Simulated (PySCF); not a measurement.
Potential energy of ZnSi along the bond

Set-up: basis Zn def2-TZVPP, Si def2-TZVPP; no relativity; PySCF 2.14. Energies in eV from Zn + Si in their ground configurations at the same level. State: ³Σ⁻ (triplet), unpaired electrons π ↑↑.

```
R (Å)     PBE
2.061  -0.626
2.156  -0.887
2.252  -1.024
2.324  -1.068
2.396  -1.075
2.468  -1.057
2.564  -1.004
2.683  -0.912
2.827  -0.786
3.019  -0.619
```

Task: Put a parabola through the three lowest points of the PBE curve and estimate Re, k and ωe (reduced mass 19.46 u; 1 eV/Å² = 0.16022 mdyn/Å; ωe = 1302.8·√(k/μ) cm⁻¹).

Result: Through R = 2.324, 2.396, 2.468 Å the second-order coefficient is 2.41 eV/Å², so Re ≈ 2.380 Å, k ≈ 0.773 mdyn/Å and ωe ≈ 260 cm⁻¹. A polynomial fit of higher order to the unrounded PBE energies gives Re = 2.378 Å, k = 0.877 mdyn/Å, ωe = 277 cm⁻¹; anharmonicity and rounding make the difference.

The higher-order fit for each curve: PBE: Re = 2.378 Å, ωe = 277 cm⁻¹, De = 1.08 eV.

The state is the lowest determinant that a PBE0 search found; another state may lie lower at other levels.
